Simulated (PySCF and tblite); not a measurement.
Values are calculated unless marked as measured or tabulated.
3 regioisomers of C₈H₁₂:

```json
{"isomer": "A", "SMILES": "[CH2:1]=[CH:2][C:3]1=[CH:4][CH2:5][CH2:6][CH2:7][CH2:8]1"}
{"isomer": "B", "SMILES": "[CH2:1]=[CH:2][C@@H:3]1[CH:4]=[CH:5][CH2:6][CH2:7][CH2:8]1"}
{"isomer": "C", "SMILES": "[CH2:1]=[CH:2][C@@H:3]1[CH2:4][CH:5]=[CH:6][CH2:7][CH2:8]1"}
```

Each isomer is a Boltzmann average at 298.15 K over at most 5 conformers: GFN2-xTB geometries, energies PBE0/pcSseg-1 (D3(BJ) added where defined), GIAO shieldings PBE0/pcSseg-1, GFN2-xTB thermal terms. Programs: PySCF with density fitting and tblite.

(1) What shifts does each isomer give (ppm; of two unlike H on one atom, a is the less shielded)?

Shifts are unscaled: against experiment ¹³C can be off by 15 ppm or more and ¹H by 0.8 ppm.

Results:

(1) 
A: ¹H (against TMS): 6.59 (H2, 1H), 6.04 (H4, 1H), 5.32 (H1a, 1H), 5.21 (H1b, 1H), 2.31 (H5, 2H), 2.16 (H8, 2H), 1.68 (H7, 2H), 1.61 (H6, 2H). ¹³C (against TMS): 148.4 (C2), 143.3 (C3), 139.0 (C4), 115.5 (C1), 30.8 (C5), 27.5 (C8), 26.6 (C6), 26.2 (C7).

B: ¹H (against TMS): 6.15 (H2, 1H), 6.14 (H5, 1H), 5.86 (H4, 1H), 5.39 (H1a, 1H), 5.39 (H1b, 1H), 2.82 (H3, 1H), 2.12 (H6a, 1H), 2.11 (H6b, 1H), 1.76 (H8a, 1H), 1.75 (H7a, 1H), 1.50 (H7b, 1H), 1.44 (H8b, 1H). ¹³C (against TMS): 151.7 (C2), 137.2 (C4), 136.5 (C5), 121.5 (C1), 44.4 (C3), 31.7 (C8), 29.8 (C6), 22.6 (C7).

C: ¹H (against TMS): 6.26 (H2, 1H), 6.05 (H5, 1H), 6.04 (H6, 1H), 5.36 (H1a, 1H), 5.29 (H1b, 1H), 2.24 (H4a, 1H), 2.21 (H7a, 1H), 2.21 (H7b, 1H), 2.16 (H3, 1H), 1.98 (H4b, 1H), 1.72 (H8a, 1H), 1.39 (H8b, 1H). ¹³C (against TMS): 152.6 (C2), 135.0 (C6), 134.0 (C5), 118.8 (C1), 42.4 (C3), 34.8 (C4), 31.8 (C8), 28.8 (C7).
